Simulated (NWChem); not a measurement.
# CH4GeO2; SMILES C([O][GeH3])=O

```xyz
8

O      0.8690     1.8597     0.0000
C     -0.3384     1.7504     0.0000
O     -1.0046     0.5982     0.0000
Ge     0.1006    -0.9044     0.0000
H     -1.0297     2.6084     0.0000
H      0.9437    -0.9058    -1.2873
H      0.9437    -0.9058     1.2873
H     -0.9621    -2.0206     0.0000
```
Atoms are numbered in this order, from 1.

Computed with NWChem. Medium grid unless said otherwise, to which SCAN and Minnesota functionals are sensitive. Geometry: optimised at B3LYP/6-31G* (spherical d). Hybrids' shares of exact exchange are those that their runs print; pure functionals count as 0. The functionals differ in more than this share.

```
row               share of exact exchange  highest occupied level (eV)
----------------  -----------------------  ---------------------------
PBE/def2-TZVP                        0.00                        -6.70
r2SCAN/def2-TZVP                     0.00                        -7.03
B3LYP/def2-TZVP                      0.20                     withheld
PBE0/def2-TZVP                       0.25                        -8.34
M06-2X/def2-TZVP                     0.54                       -10.06
```

Question: Fit a straight line of the last column on the one before it, predict the withheld value, and compare with the run.

Answer: 
1. Means of the 4 shown rows: x = 0.198, y = -8.033. Slope Σ(x − x̄)(y − ȳ)/Σ(x − x̄)² = -1.172/0.1981 = -5.916; intercept -6.864.
2. The shown rows scatter about the line by 0.117 (root mean square); the largest residual is -0.17, at r2SCAN/def2-TZVP.
3. At x = 0.20 (B3LYP/def2-TZVP; inside the shown range) the line gives -8.05.
4. The run gives -8.10, -0.05 from the line, 0.4 times the scatter.
